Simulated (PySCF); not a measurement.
CuCl, SMILES [Cl][Cu], multiplicity 1. Atoms are numbered in the order given.

```xyz
2

Cu     0.0000     0.0000    -0.7675
Cl     0.0000     0.0000     1.3092
```
Charge 0, spin multiplicity 1.

Geometry: PBE0-D3(BJ)/def2-TZVPD. The spin state was assumed, not searched.

Method: TDA-LC-ωPBE/def2-TZVPD (PySCF 2.14.0).

Vertical excitations; the highest root listed may be one member of a degenerate set. The molecule is in vacuum. State labels are in the subgroup C2v.

Estimate the UV-visible absorptions. (The exact figures need the calculation; the answer reports its results.)


```json
[
 {"state": "S1", "symmetry": "B2", "energy (eV)": "2.84", "λ (nm)": "437", "f": "0.010", "main pairs": "HOMO→LUMO, HOMO−5→LUMO (degenerate set)"},
 {"state": "S2", "symmetry": "B1", "energy (eV)": "2.84", "λ (nm)": "437", "f": "0.010", "main pairs": "HOMO−1→LUMO, HOMO−6→LUMO (degenerate set)"},
 {"state": "S3", "symmetry": "A1", "energy (eV)": "2.97", "λ (nm)": "418", "f": "0.007", "main pairs": "HOMO−2→LUMO 81 %"},
 {"state": "S4", "symmetry": "A1", "energy (eV)": "3.06", "λ (nm)": "405", "f": "0.000", "main pairs": "HOMO−3→LUMO (degenerate set)"},
 {"state": "S5", "symmetry": "A2", "energy (eV)": "3.06", "λ (nm)": "405", "f": "0.000", "main pairs": "HOMO−4→LUMO (degenerate set)"},
 {"state": "S6", "symmetry": "B1", "energy (eV)": "5.39", "λ (nm)": "230", "f": "0.010", "main pairs": "HOMO−6→LUMO, HOMO−1→LUMO (degenerate set)"},
 {"state": "S7", "symmetry": "B2", "energy (eV)": "5.39", "λ (nm)": "230", "f": "0.010", "main pairs": "HOMO−5→LUMO, HOMO→LUMO (degenerate set)"},
 {"state": "S8", "symmetry": "A2", "energy (eV)": "6.27", "λ (nm)": "198", "f": "0.000", "main pairs": "HOMO−1→LUMO+2, HOMO→LUMO+1, HOMO−6→LUMO+2, HOMO−5→LUMO+1 (degenerate set)"},
 {"state": "S9", "symmetry": "A1", "energy (eV)": "6.27", "λ (nm)": "198", "f": "0.000", "main pairs": "HOMO−1→LUMO+1, HOMO→LUMO+2, HOMO−6→LUMO+1, HOMO−5→LUMO+2 (degenerate set)"},
 {"state": "S10", "symmetry": "A2", "energy (eV)": "6.29", "λ (nm)": "197", "f": "0.000", "main pairs": "HOMO→LUMO+1 36 %, HOMO−1→LUMO+2 36 %, HOMO−5→LUMO+1 7 %, HOMO−6→LUMO+2 7 %"},
 {"state": "T1", "symmetry": "A1", "energy (eV)": "2.23", "λ (nm)": "556", "f": "0", "main pairs": "HOMO−2→LUMO 80 %"},
 {"state": "T2", "symmetry": "B1", "energy (eV)": "2.37", "λ (nm)": "524", "f": "0", "main pairs": "HOMO−1→LUMO, HOMO−6→LUMO (degenerate set)"},
 {"state": "T3", "symmetry": "B2", "energy (eV)": "2.37", "λ (nm)": "524", "f": "0", "main pairs": "HOMO→LUMO, HOMO−5→LUMO (degenerate set)"},
 {"state": "T4", "symmetry": "A1", "energy (eV)": "2.70", "λ (nm)": "459", "f": "0", "main pairs": "HOMO−3→LUMO 90 %"}
]
```
Triplets are in the Tamm–Dancoff approximation.
